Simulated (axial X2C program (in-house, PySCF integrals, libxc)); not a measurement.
## Nuclear properties of GaOH⁺

Computed with an axial X2C code built on PySCF integrals: two-component X2C with atomic mean-field Coulomb and Gaunt terms, Gaussian nuclei, basis Ga dyall-v3z, O dyall-av3z, H dyall-v3z with contracted cores.

Ga–O–H held linear, with bonds 1.656 and 0.961 Å (near the PBE0 minimum at charge 1 of the determinant lowest at the starting distance; the state shown can have its own minimum elsewhere, held linear; other orders of the atoms were not compared).

Determinant lowest in the PBE0 search, Ω = 1/2 (⟨Sz⟩ = 0.50, ⟨Lz⟩ = 0.00 at PBE0), spin on the atoms Ga 0.47, O 0.02, H 0.01:

```json
{"level": "PBE0", "Eeff magnitude (GV/cm)": "4.05", "Ws magnitude Ga (kHz)": "3.45", "A∥/gI Ga (MHz)": "5800", "qzz Ga (a.u.)": "-2.64", "A∥/gI O (MHz)": "279", "qzz O (a.u.)": "1.72", "A∥/gI H (MHz)": "19", "qzz H (a.u.)": "0.47"}
{"level": "HF", "Eeff magnitude (GV/cm)": "4.07", "Ws magnitude Ga (kHz)": "3.49", "A∥/gI Ga (MHz)": "5410", "qzz Ga (a.u.)": "-3.48", "A∥/gI O (MHz)": "209", "qzz O (a.u.)": "1.65", "A∥/gI H (MHz)": "12.7", "qzz H (a.u.)": "0.46"}
{"level": "B3LYP", "Eeff magnitude (GV/cm)": "4.07", "Ws magnitude Ga (kHz)": "3.47", "A∥/gI Ga (MHz)": "5820", "qzz Ga (a.u.)": "-2.48", "A∥/gI O (MHz)": "299", "qzz O (a.u.)": "1.75", "A∥/gI H (MHz)": "21.3", "qzz H (a.u.)": "0.47"}
```

Eeff is the effective electric field on the electron electric dipole moment in this Ω state and Ws the scalar–pseudoscalar constant of the nucleus named (defined with the proton number Z and per Ω); A∥ (defined per Ω) follows by multiplying with gI = μI/(I μN); qzz is the electric field gradient, eQq0 = 234.96 MHz × Q/barn × qzz. The operators were transformed with the bare-nucleus X2C matrices; with these basis sets, hyperfine constants and field gradients can be off by tens of per cent, and where levels differ in sign neither size nor sign is settled.

(1) With gI(69Ga) = 1.3444, Q(69Ga) = 0.171 barn, gI(17O) = -0.7575, Q(17O) = -0.02558 barn, gI(1H) = 5.5857 (g factors from the IAEA table of nuclear moments by Stone; Q from Pyykkö, Mol. Phys. 2018), turn the PBE0 values of the first state into constants in MHz.

The molecule was held linear; bending was not examined, so a bent shape may lie lower.

Each state is one determinant with collinear spin. Unrestricted Hartree–Fock can overshoot spin polarisation at the nuclei. The search compared states at one distance, so a state with another bond length can lie lower. Further determinants of the search, some of them spin-mixed, are not shown.

## Answers

(1) A∥(69Ga) = 5800 × 1.3444 = 7800 MHz; eQq0(69Ga) = 234.96 × (0.171) × (-2.64) = -106 MHz; A∥(17O) = 279 × -0.7575 = -211 MHz; eQq0(17O) = 234.96 × (-0.02558) × (1.72) = -10.3 MHz; A∥(1H) = 19 × 5.5857 = 106 MHz.
